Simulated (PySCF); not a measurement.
## Radial density of Nd(2+) (neodymium, charge +2)

CAM-B3LYP, [Xe] 4f3 6p1, one real determinant (an excited configuration). All numbers are calculated (PySCF 2.14, scalar relativity through the core potential, in def2-TZVPP with the def2 core potential (28 electrons)). This is the valence pseudo-density: the core potential removes the inner electrons and smooths the orbitals near the nucleus.

```
r (bohr)  4πr²ρ (e/bohr)  4πr²(ρα − ρβ)
 0.00103       1.021e-05         0.0000
 0.00174       2.810e-05         0.0000
 0.00292       7.438e-05         0.0000
 0.00492       0.0001850         0.0000
 0.00827       0.0004306         0.0000
  0.0139       0.0008878         0.0000
  0.0234        0.001620         0.0000
  0.0394        0.003061         0.0000
  0.0662         0.01035         0.0005
   0.111         0.07257         0.0120
   0.187          0.7497         0.1886
   0.315           8.249         1.2717
   0.530           38.49         3.1004
   0.891           19.20         2.6379
    1.50           8.157         0.9113
    2.52           1.436         0.1355
    4.24          0.3279         0.3139
    7.13         0.03467         0.0347
    12.0       0.0005152         0.0005
```

⟨L²⟩ = 36.00 against 56 for a pure K term, so this real determinant mixes terms. Energies and moments cover only the electrons outside the core potential. Spin-orbit coupling, absent here, splits the open shell strongly.
